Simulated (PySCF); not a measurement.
A geometry optimisation on `NCC1CC2(CCCC2)C1`.

Method: PBE0-D3(BJ)/def2-SVP geometry optimisation, gas phase (PySCF 2.14.0). Start geometry: GFN2-xTB. The input is one job of a driver script: a line of settings, then coordinates in Å.

Input:
```
{"job": {"xc": "PBE0", "basis": "def2-SVP", "d3": "d3bj", "grid": 1, "kind": "geom"}, "charge": 0, "multiplicity": 1}
N      3.722789    -0.427099    -0.618777
C      2.694844     0.595310    -0.710292
C      1.586079     0.486621     0.338176
C      0.611317    -0.691875     0.154129
C     -0.563318     0.298797     0.020657
C     -1.368033     0.211756    -1.274446
C     -2.484606    -0.804759    -0.990853
C     -2.562660    -0.930819     0.542290
C     -1.648594     0.169041     1.084699
C      0.419586     1.474634     0.161630
H      3.300398    -1.346733    -0.700202
H      4.177886    -0.382561     0.287903
H      2.256915     0.533074    -1.710778
H      3.185313     1.569174    -0.617336
H      2.032203     0.520252     1.336029
H      0.539505    -1.366427     1.005996
H      0.795502    -1.280987    -0.743977
H     -0.750811    -0.077475    -2.124189
H     -1.796277     1.192892    -1.489479
H     -2.252604    -1.769464    -1.441303
H     -3.431940    -0.467053    -1.409745
H     -3.582983    -0.827793     0.909667
H     -2.191590    -1.906258     0.858918
H     -2.193563     1.112834     1.154425
H     -1.247671    -0.069004     2.069389
H      0.502256     2.089162    -0.733418
H      0.230163     2.121183     1.016384
```

**Question.** Give the output.

**Answer.** 
```
step   0  E = -407.16657988  max force = 0.013491
step   1  E = -407.16886527  max force = 0.002584
step   2  E = -407.16891535  max force = 0.000442
step   3  E = -407.16892659  max force = 0.000416
optimisation converged
```

Energies in Eh; «max force» is the largest Cartesian gradient component in Eh/bohr.

**Question.** How much energy does the optimisation release, in eV?

**Answer.** E(step 0) − E(last step) = 0.002347 Eh, which is 0.064 eV.

In short: final energy -407.16893 Eh after 3 steps; dipole 1.39 D.

**Question.** Give the final coordinates.

**Answer.** 0.057 Å rms from the input after alignment:
```
atom  x, y, z in Å
N1     3.6448   -0.5501   -0.6051
C2     2.6675    0.5158   -0.6683
C3     1.5373    0.4464    0.3487
C4     0.5290   -0.7103    0.1618
C5    -0.6284    0.3187    0.0305
C6    -1.4520    0.2309   -1.2522
C7    -2.5364   -0.8214   -0.9596
C8    -2.6089   -0.9240    0.5831
C9    -1.7078    0.1995    1.1016
C10    0.3932    1.4671    0.1649
H11    3.1851   -1.4518   -0.7224
H12    4.0768   -0.5740    0.3172
H13    2.2300    0.5267   -1.6832
H14    3.1898    1.4831   -0.5617
H15    1.9697    0.4681    1.3634
H16    0.4365   -1.4039    1.0115
H17    0.7011   -1.3099   -0.7480
H18   -0.8365   -0.0090   -2.1332
H19   -1.9103    1.2165   -1.4422
H20   -2.2755   -1.7946   -1.4024
H21   -3.5027   -0.5331   -1.3997
H22   -3.6366   -0.8540    0.9694
H23   -2.2166   -1.8977    0.9166
H24   -2.2628    1.1526    1.1550
H25   -1.2978    0.0058    2.1055
H26    0.4940    2.0846   -0.7426
H27    0.2165    2.1396    1.0177
```

The run took about 2.6 min of CPU time (one thread, shared machine).
Labels such as C1 count atoms from 1, the log's own numbers from 0.
